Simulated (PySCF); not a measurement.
# A thermochemical cycle for CaTe

CCSD(T) in PySCF with def2-SVP on every atom (core potentials on Te), for the lowest determinant that a PBE0 search found; no spin–orbit coupling. CaTe, a singlet (closed shell), has De = 1.69 eV to neutral atoms, and CaTe⁺, a doublet (π ↑), has De = 1.62 eV to Ca⁺ + Te.

The adiabatic ionisation energy of CaTe, between the minima, is 6.02 eV.

**Question.** Which ionisation energy of the Ca atom does this level give?

**Answer.** IE(Ca) = IE(molecule) + De(ion) − De(neutral) = 6.02 + 1.62 − 1.69 = 5.95 eV; the measured value is 6.113 eV (NIST ASD).

Correlated steps freeze 9 core orbitals. Correlated levels converge slowly with the basis: in double zeta they bind strong bonds too weakly, by up to about 1 eV, and carry superposition errors of some tenths. These are scalar-relativistic numbers at best; spin–orbit coupling would shift them, the dissociation energy most. For an ion De counts to the pair picked by the measured ionisation energies or electron affinities, which need not be the lowest pair at this level. Where the molecule has an RHF reference, its open-shell atoms are computed with UHF. The CCSD T1 diagnostic is raised in CaTe, a sign that a single reference may not be enough there. States were picked by a PBE0 search and need not be the measured ground states.
